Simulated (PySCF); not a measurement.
B(Cl)(SH)2 (BClH₂S₂), SMILES SB(S)Cl. Geometry optimised at PBE0-D3(BJ)/def2-SVP. Other conformers were not sampled.

Computed equilibrium geometry at PBE0-D3(BJ)/def2-SVP (PySCF confirms it by a frequency run) as bond lengths and angles, and its point group (one conformer of several):
point group C2v.
Atoms: B1 Cl2 S3 H4 S5 H6. Bonded distances (Å): B1–Cl2 1.761, B1–S3 1.800, B1–S5 1.800, S3–H4 1.350, S5–H6 1.350. Angles (°): Cl2–B1–S3 116.0, Cl2–B1–S5 116.0, S3–B1–S5 127.9, B1–S3–H4 98.0, B1–S5–H6 98.0.
